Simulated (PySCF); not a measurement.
A calculated (UHF, PySCF 2.14, def2-QZVPPD, the non-relativistic Hamiltonian (point nucleus)) atom or ion has these occupied shells.

```tsv
shell	electrons	orbital energy (eV)	rms radius, mean of both spins (bohr)
1s α	1	-565.58	0.231
1s β	1	-561.87	0.231
2s α	1	-40.154	1.21
2p α	3	-19.847	1.45
2p β	2	-12.135	1.45
```

(1) Name the element and its charge.

Results:

(1) O (oxygen, neutral), in [He] 2s1 2p5, high-spin 3P determinant (an excited configuration).
